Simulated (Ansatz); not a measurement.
```yaml
crystal:
  periodic: [false, false, false]
  atoms:
    - {symbol: O, position_ang: [-1.287048, 2.988521, -1.359941]}
    - {symbol: Au, position_ang: [-0.495315, 1.193711, -0.504470]}
    - {symbol: N, position_ang: [0.236641, -0.452678, 0.290946]}
    - {symbol: Si, position_ang: [1.074119, -0.258908, 1.771424]}
    - {symbol: Si, position_ang: [-0.042162, -1.887445, -0.598316]}
    - {symbol: H, position_ang: [-2.240402, 2.932695, -1.485114]}
    - {symbol: H, position_ang: [-0.896956, 3.175950, -2.220358]}
    - {symbol: H, position_ang: [1.550595, -1.595504, 2.230932]}
    - {symbol: H, position_ang: [0.219336, 0.324059, 2.847408]}
    - {symbol: Xx, position_ang: [2.260290, 0.639939, 1.653878]}
    - {symbol: H, position_ang: [0.562999, -3.036988, 0.134193]}
    - {symbol: H, position_ang: [-1.494621, -2.175636, -0.792786]}
    - {symbol: H, position_ang: [0.552534, -1.847716, -1.967797]}
basis:
  gaussian: {orbitals: def2-SVP}
hamiltonian: {xc: {name: HF}}
correlation: {method: ccsd_t, electrons: all}
```

```sh
$ ansatz run in.yaml --threads 2 --pin off --events-out ev --progress --plain --max-ram 22528MiB --backend cpu
```

**Question.** How does Ansatz answer? (Estimate.)

**Answer.** The calculation gave: The program refused the input.
```
Error: YAML parse error: error: line 13 column 16: `Xx` is not an element symbol (H … Og, case-exact)
11 |     - {symbol: H, position_ang: [1.550595, -1.595504, 2.230932]}
12 |     - {symbol: H, position_ang: [0.219336, 0.324059, 2.847408]}
13 |     - {symbol: Xx, position_ang: [2.260290, 0.639939, 1.653878]}
14 |     - {symbol: H, position_ang: [0.562999, -3.036988, 0.134193]}
15 |     - {symbol: H, position_ang: [-1.494621, -2.175636, -0.792786]}
```
